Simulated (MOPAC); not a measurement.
Input file for MOPAC: PM7 on TaH+, 2S+1 = 4, a spin state set in the input, which need not be the lowest, a point of a bond scan (R = 1.837 Å). Charge +1.

```
PM7 1SCF PRECISE CHARGE=1 UHF MS=1.5 THREADS=1
HTa

Ta     0.00000000 1     0.00000000 1     0.00000000 1
H      0.00000000 1     0.00000000 1     1.83724300 1
```

The log:

```
*******************************************************************************
 **                                                                           **
 **                              MOPAC v23.2.5                                **
 **                                                                           **
 *******************************************************************************
 ** MOPAC's Digital Object Identifier: https://doi.org/10.5281/zenodo.6511958 **
 **                                                                           **
 ** Please cite the open-source release paper for use of this MOPAC version:  **
 ** J. E. Moussa and J. J. P. Stewart (2026)                                  **
 ** MOPAC: An open-source semiempirical molecular orbital program             **
 ** J. Open Source Softw., 11(119), 8025, https://doi.org/10.21105/joss.08025 **
 *******************************************************************************

                              PM7 CALCULATION RESULTS

 *******************************************************************************
 *  PM7        - The PM7 Hamiltonian to be used
 *  UHF        - UNRESTRICTED HARTREE-FOCK CALCULATION
 *
 *
 *
 *                 CHARGE ON SYSTEM = +1
 *
 *
 *
 *  MS=        - IN MECI, MAGNETIC COMPONENT OF SPIN =  1.5
 *  PRECISE    - TIGHTER CRITERIA TO BE USED
 *  1SCF       - DO 1 SCF AND THEN STOP
 *  THREADS=1  - MULTI-THREADING NOT USED
 *  T=         - A TIME OF 172800.0 SECONDS REQUESTED
 *  DUMP=N     - RESTART FILE WRITTEN EVERY 7200.0 SECONDS REQUESTED
 *******************************************************************************
PM7 1SCF PRECISE CHARGE=1 UHF MS=1.5 THREADS=1
 HTa

   ATOM   CHEMICAL          X               Y               Z
  NUMBER   SYMBOL      (ANGSTROMS)     (ANGSTROMS)     (ANGSTROMS)

     1      Ta          0.00000000  *   0.00000000  *   0.00000000  *
     2       H          0.00000000  *   0.00000000  *   1.83724300  *



          CARTESIAN COORDINATES

    NO.       ATOM           X           Y           Z

     1        Ta          0.0000      0.0000      0.0000
     2         H          0.0000      0.0000      1.8372

 General Reference for PM7:
 "Optimization of Parameters for Semiempirical Methods VI: More Modifications to the
 NDDO Approximations and Re-optimization of Parameters", J. J. P. Stewart, J. Mol. Mod., 1:32, 19 (2013)
 https://link.springer.com/article/10.1007/s00894-012-1667-x

           Empirical Formula: H Ta  =     2 atoms



      MOLECULAR POINT GROUP   :   C*v


          UHF CALCULATION, NO. OF ALPHA ELECTRONS =    4
                           NO. OF BETA  ELECTRONS =    1

 -------------------------------------------------------------------------------
 PM7 1SCF PRECISE CHARGE=1 UHF MS=1.5 THREADS=1
 HTa



     1SCF WAS SPECIFIED, SO BFGS WAS NOT USED
     SCF FIELD WAS ACHIEVED


                              PM7 CALCULATION
                                                       MOPAC v23.2.5 Linux




          FINAL HEAT OF FORMATION =        376.14759 KCAL/MOL =    1573.80153 KJ/MOL


          COSMO AREA              =         84.35 SQUARE ANGSTROMS
          COSMO VOLUME            =         72.29 CUBIC ANGSTROMS

          IONIZATION POTENTIAL    =         13.566199 EV
          ALPHA SOMO LUMO (EV)    =        -13.566 -7.458
          BETA  SOMO LUMO (EV)    =        -16.321 -7.827
          NO. OF ALPHA ELECTRONS  =          4
          NO. OF BETA  ELECTRONS  =          1
          MOLECULAR WEIGHT        =        181.9558         POINT GROUP:  C*v

          MOLECULAR DIMENSIONS (Angstroms)

            Atom       Atom       Distance
            H     2   Ta     1     1.83724
            H     2   Ta     1     0.00000
           Ta     1    H     2     0.00000


          SCF CALCULATIONS        =          1





   ATOM   CHEMICAL          X               Y               Z
  NUMBER   SYMBOL      (ANGSTROMS)     (ANGSTROMS)     (ANGSTROMS)

     1      Ta          0.00000000  *   0.00000000  *   0.00000000  *
     2       H          0.00000000  *   0.00000000  *   1.83724300  *

                             CARTESIAN COORDINATES

   1   Ta        0.000000000     0.000000000     0.000000000
   2    H        0.000000000     0.000000000     1.837243000


           Empirical Formula: H Ta  =     2 atoms



      MOLECULAR POINT GROUP   :   C*v


          ALPHA EIGENVALUES
 -16.59917 -13.94332 -13.94332 -13.56620  -7.45833  -7.45833  -1.34538  19.20512
  19.49077  19.49077


           BETA EIGENVALUES
 -16.32141  -7.82669  -6.10021  -6.10021  -5.14591  -5.14591  -0.94613  21.87103
  21.87103  22.50368


              NET ATOMIC CHARGES AND DIPOLE CONTRIBUTIONS

  ATOM NO.   TYPE          CHARGE      No. of ELECS.   s-Pop       p-Pop       d-Pop
    1         Ta           0.827213        4.1728     1.16008     0.00074     3.01197
    2          H           0.172787        0.8272     0.82721
 DIPOLE           X         Y         Z       TOTAL
 POINT-CHG.     0.000     0.000     1.476     1.476
 HYBRID         0.000     0.000    -0.212     0.212
 SUM            0.000     0.000     1.264     1.264


          ATOMIC ORBITAL ELECTRON POPULATIONS

     Atom    s        px        py        pz      x^2-y^2     xz        z^2       yz        xy
    1 Ta   1.16008   0.00002   0.00002   0.00069   0.00000   0.99998   1.01202   0.99998   0.00000
    2  H   0.82721


                    (SZ)    =    1.500000
                    (S**2)  =    3.750299


          ATOMIC ORBITAL SPIN POPULATIONS

    Atom   Total    s     px     py     pz   x^2-y^2  xz     z^2    yz     xy
         Atomic
    1 Ta  2.9987  0.727  0.000  0.000  0.000  0.000  1.000  0.272  1.000  0.000
    2  H  0.0013  0.001

 **********************
 *                    *
 * JOB ENDED NORMALLY *
 *                    *
 **********************




 == MOPAC DONE ==
```

The run finished.

Cost: roughly 0.020 core-seconds.
